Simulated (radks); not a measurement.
Li2+, configuration 1s0.75 2p0.25 (fractional occupations, a model configuration).

Method: non-relativistic Kohn-Sham, PBE, spin-polarised, spherical densities, point nucleus; open shells are filled with parallel spins first; computed with a radial shooting solver on a logarithmic mesh with Libxc functionals.

Energy parts (hartree):
| part | energy |
|---|---|
| total | -3.68788 |
| kinetic | 3.68359 |
| electron-nucleus | -7.33543 |
| Hartree | 0.66982 |
| exchange-correlation | -0.70586 |

Orbitals (lengths in bohr, moments of r in powers of bohr; r(90%) holds 90 % of the orbital's charge):
[
 {"orbital": "1s up", "occ.": "0.75", "eigenvalue (hartree)": "-4.02563", "<1/r>": "3.038", "r(90%)": "0.884"},
 {"orbital": "2s up", "occ.": "0", "eigenvalue (hartree)": "-0.80716", "<1/r>": "0.6777", "r(90%)": "3.33"},
 {"orbital": "2p up", "occ.": "0.25", "eigenvalue (hartree)": "-0.75490", "<1/r>": "0.6674", "r(90%)": "3.06"}
]

The highest occupied level is 2p up at -20.542 eV. The configuration is held as typed, so some empty levels lie below it. The electron density at the nucleus is 6.741 e/bohr^3. Spin moment in Bohr magnetons: 1. The spin density at the nucleus is 6.741 e/bohr^3 (1s 6.741), a Fermi contact field of 353 T. Virial ratio -V/T = 2.00116. The density falls to 0.001 e/bohr^3 at r = 2.44 bohr.
